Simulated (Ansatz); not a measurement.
Ansatz results at the PBE0-D4/def2-TZVP geometry: LUMO energy (ωB97M-V/def2-TZVPP) 1.22 eV; LUMO energy (PBE0/def2-TZVPP) -0.37 eV; LUMO energy (PBE/def2-TZVPP) -1.12 eV.

Each molecule was computed in one conformer, which needn't be the lowest.

(1) Which molecule gave them?
A. `O[SiH2][SiH2][SiH2]Cl`
B. `CNBB(O)S`
C. `C[CH](N)[SbH2]`
D. `CS[SiH2][AlH][NH2]`

Answers

(1) C. The others give `CNBB(O)S`: 0.96, -0.99, -1.86; `CS[SiH2][AlH][NH2]`: 0.35, -1.30, -2.03; `O[SiH2][SiH2][SiH2]Cl`: 0.58, -1.16, -1.97.
